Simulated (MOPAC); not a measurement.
Input for MOPAC: AM1 on C2H5Al (SMILES C=[CH][AlH2]), a point of a bond scan (R = 1.087 Å).

```
AM1 1SCF PRECISE CHARGE=0 THREADS=1
C2H5Al

Al    -0.13640480 1     0.16293037 1     1.16257739 1
H     -0.81514489 1     1.59101670 1     1.21761631 1
H      0.17826312 1    -0.64444815 1     2.48571591 1
C      0.29151772 1    -0.55237827 1    -0.58963342 1
C      0.01802875 1     0.14494252 1    -1.69877918 1
H      0.75944852 1    -1.52587481 1    -0.73005893 1
H      0.24169125 1    -0.21989595 1    -2.69843926 1
H     -0.44827436 1     1.12572183 1    -1.65786457 1
```

It printed:

```
*******************************************************************************
 **                                                                           **
 **                              MOPAC v23.2.5                                **
 **                                                                           **
 *******************************************************************************
 ** MOPAC's Digital Object Identifier: https://doi.org/10.5281/zenodo.6511958 **
 **                                                                           **
 ** Please cite the open-source release paper for use of this MOPAC version:  **
 ** J. E. Moussa and J. J. P. Stewart (2026)                                  **
 ** MOPAC: An open-source semiempirical molecular orbital program             **
 ** J. Open Source Softw., 11(119), 8025, https://doi.org/10.21105/joss.08025 **
 *******************************************************************************

                              AM1 CALCULATION RESULTS

 *******************************************************************************
 *  AM1        - The AM1 Hamiltonian to be used
 *
 *
 *
 *                 CHARGE ON SYSTEM = 0
 *
 *
 *
 *  PRECISE    - TIGHTER CRITERIA TO BE USED
 *  1SCF       - DO 1 SCF AND THEN STOP
 *  THREADS=1  - MULTI-THREADING NOT USED
 *  T=         - A TIME OF 172800.0 SECONDS REQUESTED
 *  DUMP=N     - RESTART FILE WRITTEN EVERY 7200.0 SECONDS REQUESTED
 *******************************************************************************
AM1 1SCF PRECISE CHARGE=0 THREADS=1
 C2H5Al

   ATOM   CHEMICAL          X               Y               Z
  NUMBER   SYMBOL      (ANGSTROMS)     (ANGSTROMS)     (ANGSTROMS)

     1      Al         -0.13640480  *   0.16293037  *   1.16257739  *
     2       H         -0.81514489  *   1.59101670  *   1.21761631  *
     3       H          0.17826312  *  -0.64444815  *   2.48571591  *
     4       C          0.29151772  *  -0.55237827  *  -0.58963342  *
     5       C          0.01802875  *   0.14494252  *  -1.69877918  *
     6       H          0.75944852  *  -1.52587481  *  -0.73005893  *
     7       H          0.24169125  *  -0.21989595  *  -2.69843926  *
     8       H         -0.44827436  *   1.12572183  *  -1.65786457  *



          CARTESIAN COORDINATES

    NO.       ATOM           X           Y           Z

     1        Al         -0.1364      0.1629      1.1626
     2         H         -0.8151      1.5910      1.2176
     3         H          0.1783     -0.6444      2.4857
     4         C          0.2915     -0.5524     -0.5896
     5         C          0.0180      0.1449     -1.6988
     6         H          0.7594     -1.5259     -0.7301
     7         H          0.2417     -0.2199     -2.6984
     8         H         -0.4483      1.1257     -1.6579

  H: (AM1): M.J.S. DEWAR ET AL, J. AM. CHEM. SOC. 107 3902-3909 (1985)
  C: (AM1): M.J.S. DEWAR ET AL, J. AM. CHEM. SOC. 107 3902-3909 (1985)
 Al: (AM1): M. J. S. Dewar, A. J. Holder, Organometallics, 9, 508-511 (1990).

           Empirical Formula: C2 H5 Al  =     8 atoms



      MOLECULAR POINT GROUP   :   Cs


      RHF CALCULATION, NO. OF DOUBLY OCCUPIED LEVELS = 8


 -------------------------------------------------------------------------------
 AM1 1SCF PRECISE CHARGE=0 THREADS=1
 C2H5Al



     1SCF WAS SPECIFIED, SO BFGS WAS NOT USED
     SCF FIELD WAS ACHIEVED


                              AM1 CALCULATION
                                                       MOPAC v23.2.5 Linux




          FINAL HEAT OF FORMATION =         35.88773 KCAL/MOL =     150.15425 KJ/MOL


          COSMO AREA              =        109.61 SQUARE ANGSTROMS
          COSMO VOLUME            =         96.66 CUBIC ANGSTROMS

          IONIZATION POTENTIAL    =         10.507970 EV
          HOMO LUMO ENERGIES (EV) =        -10.508 -1.078
          NO. OF FILLED LEVELS    =          8
          MOLECULAR WEIGHT        =         56.0430         POINT GROUP:  Cs

          MOLECULAR DIMENSIONS (Angstroms)

            Atom       Atom       Distance
            H     7    H     3     5.20190
            H     6    H     2     3.61634
           Al     1    C     4     0.00000


          SCF CALCULATIONS        =          1





   ATOM   CHEMICAL          X               Y               Z
  NUMBER   SYMBOL      (ANGSTROMS)     (ANGSTROMS)     (ANGSTROMS)

     1      Al         -0.13640480  *   0.16293037  *   1.16257739  *
     2       H         -0.81514489  *   1.59101670  *   1.21761631  *
     3       H          0.17826312  *  -0.64444815  *   2.48571591  *
     4       C          0.29151772  *  -0.55237827  *  -0.58963342  *
     5       C          0.01802875  *   0.14494252  *  -1.69877918  *
     6       H          0.75944852  *  -1.52587481  *  -0.73005893  *
     7       H          0.24169125  *  -0.21989595  *  -2.69843926  *
     8       H         -0.44827436  *   1.12572183  *  -1.65786457  *

                             CARTESIAN COORDINATES

   1   Al       -0.136404800     0.162930370     1.162577390
   2    H       -0.815144890     1.591016700     1.217616310
   3    H        0.178263120    -0.644448150     2.485715910
   4    C        0.291517720    -0.552378270    -0.589633420
   5    C        0.018028750     0.144942520    -1.698779180
   6    H        0.759448520    -1.525874810    -0.730058930
   7    H        0.241691250    -0.219895950    -2.698439260
   8    H       -0.448274360     1.125721830    -1.657864570


           Empirical Formula: C2 H5 Al  =     8 atoms



      MOLECULAR POINT GROUP   :   Cs


                  EIGENVALUES
 -32.93131 -21.29031 -15.75496 -14.22826 -13.02752 -10.81961 -10.53732 -10.50797
  -1.07764   1.23229   1.60360   2.55116   2.71501   4.39783   4.78775   5.54724
   5.79952


              NET ATOMIC CHARGES AND DIPOLE CONTRIBUTIONS

  ATOM NO.   TYPE          CHARGE      No. of ELECS.   s-Pop       p-Pop
    1         Al           0.309123        2.6909     1.10772     1.58316
    2          H          -0.073008        1.0730     1.07301
    3          H          -0.065579        1.0656     1.06558
    4          C          -0.307687        4.3077     1.28552     3.02217
    5          C          -0.172508        4.1725     1.25053     2.92198
    6          H           0.102897        0.8971     0.89710
    7          H           0.102774        0.8972     0.89723
    8          H           0.103989        0.8960     0.89601
 DIPOLE           X         Y         Z       TOTAL
 POINT-CHG.    -0.148     0.283     0.274     0.421
 HYBRID         0.177    -0.284    -0.834     0.899
 SUM            0.029    -0.001    -0.560     0.561


          ATOMIC ORBITAL ELECTRON POPULATIONS

     Atom    s        px        py        pz
    1 Al   1.10772   0.20101   0.65439   0.72776
    2  H   1.07301
    3  H   1.06558
    4  C   1.28552   0.98896   0.99857   1.03464
    5  C   1.25053   0.95673   0.99096   0.97429
    6  H   0.89710
    7  H   0.89723
    8  H   0.89601

 **********************
 *                    *
 * JOB ENDED NORMALLY *
 *                    *
 **********************




 == MOPAC DONE ==
```

The run finished.

Cost: around 0.06 core-seconds (rough).
